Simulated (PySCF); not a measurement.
## How well do the runs reproduce experiment for silicon trifluoride radical?

**Measured values to compare with.**

From NIST CCCBDB Release 22 (SRD 101), experimental dipoles, for the gas: dipole moment 1.2 ± 0.1 D.

How close the calculation comes is told at the end.

Species: silicon trifluoride radical, SiF3 (doublet state).
SMILES with atom numbers: `[F:1][Si:2]([F:3])[F:4]`

Geometry (PBE0-D3(BJ)/def2-SVP, Å), atoms numbered from 1 in this order:
```
atom  x, y, z in Å
F1     1.4655   -0.0077   -0.3798
Si2    0.0703   -0.0037    0.4196
F3    -0.7440    1.3090   -0.0271
F4    -0.7712   -1.2880   -0.0583
```

The PySCF runs (gas phase, on this PBE0-D3(BJ)/def2-SVP geometry; no spin–orbit coupling):

```json
{"level": "PBE0-D3(BJ)/def2-SVP, grid level 1", "job": "geometry optimisation from a GFN2-xTB start", "basis functions": "60", "wall time": "20 s"}
```

Hardware: one thread, Arm Neoverse V1, no GPU (shared host).

**Comparison with experiment**

**Dipole moment.** Measured: 1.2 D (NIST CCCBDB Release 22 (SRD 101), experimental dipoles).

| level | computed (D) | computed − measured (D) | % (from the printed values) |
| --- | --- | --- | --- |
| PBE0-D3(BJ)/def2-SVP | 1.42 | +0.22 | +18 |

The computed dipoles belong to one fixed geometry; measured ones are averaged over vibrations unless marked μe. Magnitudes are compared, not signs.

No measured geometry was used, and the causes of the misses weren't examined.
